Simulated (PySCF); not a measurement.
Isomers of C7H5NO, mass 119.037 u with the commonest isotopes. Theory: PBE0/pcSseg-1 in PySCF (dipole) on a GFN2-xTB geometry, gas phase. One conformer each, none proved a minimum here; rigid rotors.

Problem. Order these by radius of gyration √(Σ m r²/M), largest first.
A. `[N:1]#[C:2][c:3]1[cH:4][cH:5][c:6]([OH:7])[cH:8][cH:9]1` with C5–C6–O7–H 180° (para-cyanophenol)
B. `[O:1]=[C:2]=[N:3][c:4]1[cH:5][cH:6][cH:7][cH:8][cH:9]1` with C2–N3–C4–C5 180° (phenyl isocyanate)
C. `[N:1]#[C:2][c:3]1[cH:4][cH:5][cH:6][cH:7][c:8]1[OH:9]` with C7–C8–O9–H 180° (ortho-cyanophenol)
D. `[N:1]#[C:2][c:3]1[cH:4][cH:5][cH:6][c:7]([OH:8])[cH:9]1` with C6–C7–O8–H 180°
E. `C=C(C#N)C#CC(C)=O`

Solution. E (2.599 Å), B (2.294 Å), A (2.230 Å), D (2.168 Å), C (2.039 Å).

Problem. Order these by rotational constant B, largest first.
A. `C=C(C#N)C#CC(C)=O`
B. `[O:1]=[C:2]=[N:3][c:4]1[cH:5][cH:6][cH:7][cH:8][cH:9]1` with C2–N3–C4–C5 180° (phenyl isocyanate)
C. `[N:1]#[C:2][O:3][c:4]1[cH:5][cH:6][cH:7][cH:8][cH:9]1` with C2–O3–C4–C5 180°
D. `[N:1]#[C:2][c:3]1[cH:4][cH:5][c:6]([OH:7])[cH:8][cH:9]1` with C5–C6–O7–H 180° (para-cyanophenol)
E. `[N:1]#[C:2][c:3]1[cH:4][cH:5][cH:6][c:7]([OH:8])[cH:9]1` with C6–C7–O8–H 180°
F. `[N:1]#[C:2][c:3]1[cH:4][cH:5][cH:6][cH:7][c:8]1[OH:9]` with C7–C8–O9–H 180°

Solution. F (1537 MHz), E (1225 MHz), C (1108 MHz), D (1005 MHz), B (945.1 MHz), A (766.5 MHz).

Problem. Order these by rotational constant A, smallest first.
A. `[N:1]#[C:2][O:3][c:4]1[cH:5][cH:6][cH:7][cH:8][cH:9]1` with C2–O3–C4–C5 180°
B. `[N:1]#[C:2][c:3]1[cH:4][cH:5][cH:6][c:7]([OH:8])[cH:9]1` with C6–C7–O8–H 180°
C. `[N:1]#[C:2][c:3]1[cH:4][cH:5][c:6]([OH:7])[cH:8][cH:9]1` with C5–C6–O7–H 180° (para-cyanophenol)
D. `[O:1]=[C:2]=[N:3][c:4]1[cH:5][cH:6][cH:7][cH:8][cH:9]1` with C2–N3–C4–C5 180°
E. `[N:1]#[C:2][c:3]1[cH:4][cH:5][cH:6][cH:7][c:8]1[OH:9]` with C7–C8–O9–H 180°

Solution. E (3047 MHz), B (3439 MHz), A (4855 MHz), D (5519 MHz), C (5673 MHz).

```csv
SMILES,point group,Ia (u·Å²),Ib (u·Å²),Ic (u·Å²),κ,μa (D),μb (D),μc (D)
N#Cc1ccc(O)cc1,Cs,89.08,502.71,591.79,-0.94,5.03,1.38,0.00
N#Cc1cccc(O)c1,Cs,146.97,412.50,559.47,-0.75,3.56,0.25,0.01
C=C(C#N)C#CC(C)=O,Cs,146.34,659.34,802.55,-0.90,0.56,1.25,0.01
N#Cc1ccccc1O,Cs,165.87,328.86,494.73,-0.49,3.40,0.15,0.00
N#COc1ccccc1,Cs,104.10,456.13,560.23,-0.90,4.52,0.72,0.00
O=C=Nc1ccccc1,Cs,91.58,534.75,626.32,-0.94,2.55,0.34,0.00
```
